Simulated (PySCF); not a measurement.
**Levels of Ag¹⁸⁺ from EOM-EA-GCCSD**

Reference: closed-shell Ag¹⁹⁺, [Ar] 3d10; one electron is added. Calculated with PySCF 2.14, two-component X2C-1e with screened spin-orbit coupling, an uncontracted even-tempered set (19 s from 0.67 bohr⁻², ratio 2.6; 15 p from 0.87 bohr⁻², ratio 2.6; 10 d from 0.87 bohr⁻², ratio 2.6; 6 f from 0.89 bohr⁻², ratio 2.8); frozen [Ar]; the 100 highest virtual spinors dropped; of the others 70 kept and the rest restored at second order. No Breit or QED terms. Binding energies in eV.

```
level  Koopmans  second order  EOM-CCSD
4s1/2    499.46        500.67    500.62
4p1/2    460.69        461.82    461.78
4p3/2    452.49        453.57    453.53
```

Electric-dipole lines between these computed levels:

```
lower  upper  ΔE (eV)  vacuum wavelength (nm)
4s1/2  4p1/2   38.842                   31.92
4s1/2  4p3/2   47.087                   26.33
```

For comparison, the ionisation energy of Ag¹⁸⁺ is 500.87 ± 0.16 eV (semi-empirical (NIST evaluation); NIST Atomic Spectra Database, ionization energies).
